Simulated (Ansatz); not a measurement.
System: GeBr2, charge 0, singlet. GeBr2 (SMILES [Br][Ge][Br]).
B3LYP-D3(BJ)/def2-TZVP minimum from Ansatz (a quantum-chemistry and plane-wave program):
```
Ge
Br 1 2.3672
Br 1 2.3672 2 101.50
```

Hartree-Fock and MP2 correlation energies in hartree (Ansatz). Radicals and triplets start from unrestricted determinants; spin-orbit coupling is neglected. Correlated methods leave the cores frozen (noble-gas shells, and filled d and f shells in the p block). No relativity. Spin-orbit terms, left out, reach several kcal/mol for Br and I, and more for heavier atoms.

```csv
basis,X,E(HF),"E(corr, MP2)"
cc-pVTZ,3,-7220.42567,-0.40557
cc-pVQZ,4,-7220.43455,-0.44925
cc-pV5Z,5,-7220.43548,withheld
```

Task: Fit E(corr) = E∞ + A/X³ to X = 3 and 4, predict X = 5, and compare with the run.

Result: A = (-0.40557 - (-0.44925))/(1/27 - 1/64) = 2.0400; E∞ = -0.44925 - A/64 = -0.48112; at X = 5, E∞ + A/125 = -0.46480. The run gave -0.46908, 4.28 mEh below the prediction. The same form on X = 4 and 5 gives E∞ = -0.48989, 8.76 mEh below the first estimate.
